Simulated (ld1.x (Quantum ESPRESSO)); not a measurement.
## cobalt: one change to a TM potential, before and after

```json
{
  "Element": "cobalt (Co)",
  "Generator": "ld1.x (Quantum ESPRESSO) 7.5",
  "Type": "norm-conserving Troullier–Martins (Kleinman–Bylander form)",
  "Functional": "revPBE",
  "Relativity": "scalar-relativistic",
  "Frozen core": "[Ne] 3s2",
  "Valence charge": "15",
  "Reference configuration": "3p6 3d7 4s1 4p0 (charge +1)",
  "Partial waves": "4s (bound): rc 2.40 bohr; 3p (bound): rc 0.75 bohr; 3d (bound): rc 1.60 bohr",
  "Local potential": "all-electron potential smoothed inside 0.75 bohr (lloc = -1)",
  "Core correction": "none"
}
```

Change: all radii scaled by about 1.29 (s 3.10, p 0.96, d 2.06 bohr); local potential all-electron potential smoothed inside 0.96 bohr (lloc = -1).

Cutoffs: the cutoffs (Ry, on a coarse ladder) from which the occupation-weighted sum of valence levels, in a spherical-Bessel basis at the reference potential, stays within 10 and 1 mRy of its value at 400 Ry; they do not see the model core or the augmentation charge, which bear on the density cutoff. Errors are all-electron minus pseudo energies relative to the spin-unpolarised reference configuration.

Predict the effect on cutoff, ghosts and configuration errors.

The potential gets softer (160 Ry and 300 Ry → 120 Ry and 160 Ry); both files keep a bound ghost (s); the number of tests that count goes from 6 to 7; of the 6 tests that both files solve, the error grows in 4 and shrinks in 1 by more than 15 % and 0.3 meV (median size 7.1 → 21.8 meV). A larger radius leaves more room for a smooth pseudo-wave, so fewer plane waves are needed.

```tsv
quantity	base	changed
cutoff, loose	160 Ry	120 Ry
cutoff, tight	300 Ry	160 Ry
loose cutoff by channel (10 mRy a level)	s 6 Ry, p 110 Ry, d 90 Ry	s 10 Ry, p 70 Ry, d 60 Ry
bound ghosts	s	s
tests counted (converged, no solver errors)	6 of 7	7 of 7
error for 3p6 3d7 4s2 4p0, meV [ΔE -8.93 eV]	+2.0	+1.7
error for 3p6 3d7 4s0 4p0, meV [ΔE 16.62 eV]	-3.5	-29
error for 3p6 3d6 4s0 4p0, meV [ΔE 52.38 eV]	+51	-83
error for 3p6 3d7 4s0 4p1, meV [ΔE 5.33 eV]	+11	-14
error for 3p6 3d6 4s2 4p0, meV [ΔE 6.19 eV]	+3.7	+283
error for 3p6 3d7 4s1 4p1, meV [ΔE -4.61 eV]	+12	+6.5
```

Base: Tests not counted: 3p6 3d6 4s2 4p1 (pseudo-atom not self-consistent, printed error +27 meV). ld1.x printed “convergence not achieved” for 3 of the counted tests; their residual had stalled under 1e-8, short of the target of 1e-14. Changed file: ld1.x printed “convergence not achieved” for 4 of the counted tests; their residual had stalled under 1e-8, short of the target of 1e-14. A true bound ghost makes a file unfit for plane-wave use even where its test errors are small: the radial tests pick states by their node count and pass the ghost by.
